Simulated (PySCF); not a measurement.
GaH₃S₂. Atoms are numbered in the order given.

```xyz
6

Ga     0.0000     0.0000    -0.5706
H      0.0000     0.0000    -2.1390
S      0.0000     1.8524     0.6477
H      0.0000     2.6622    -0.4487
S      0.0000    -1.8524     0.6477
H      0.0000    -2.6622    -0.4487
```
Charge 0, spin multiplicity 1.

Geometry optimised at PBE-D3(BJ)/def2-SVP. Other conformers were not sampled.

Level of theory: PySCF with CAM-B3LYP/def2-TZVPD.

Mulliken values depend strongly on the basis, most of all with diffuse functions as here. ESP charges are fitted to the potential on shells at 1.4 to 2.0 van der Waals radii. Atomic charges (e):

| atom | Mulliken | IAO | ESP fit |
|---|---|---|---|
| Ga1 | 0.49 | 0.51 | … |
| H2 | -0.14 | -0.13 | … |
| S3 | -0.31 | -0.29 | … |
| H4 | 0.14 | 0.10 | … |
| S5 | -0.31 | -0.29 | … |
| H6 | 0.14 | 0.10 | … |

Task: What belongs in the gaps? (Estimate from the structure and the level; the computed values follow.)

Result: 
- Ga1, ESP fit: 0.39
- H2, ESP fit: -0.11
- S3, ESP fit: -0.28
- H4, ESP fit: 0.14
- S5, ESP fit: -0.28
- H6, ESP fit: 0.14
